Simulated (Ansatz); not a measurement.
`FCO[SiH2]F`, charge 0, multiplicity 1.

(1) Give a relaxed structure at PBE0-D4/def2-TZVP (the Gaussian-basis code of Ansatz). (Estimate.)

Answers

(1) Ansatz gave: 
Z-matrix (Å, degrees):
```
C
O 1 1.376
F 1 1.375 2 110.5
H 1 1.095 2 111.4 3 119.0
H 1 1.092 2 108.4 3 -118.0
Si 2 1.639 1 127.4 3 -54.4
F 6 1.596 2 109.3 1 -54.9
H 6 1.476 2 112.3 1 63.8
H 6 1.474 2 105.3 1 -171.9
```
This is one stationary point; other conformers may exist.
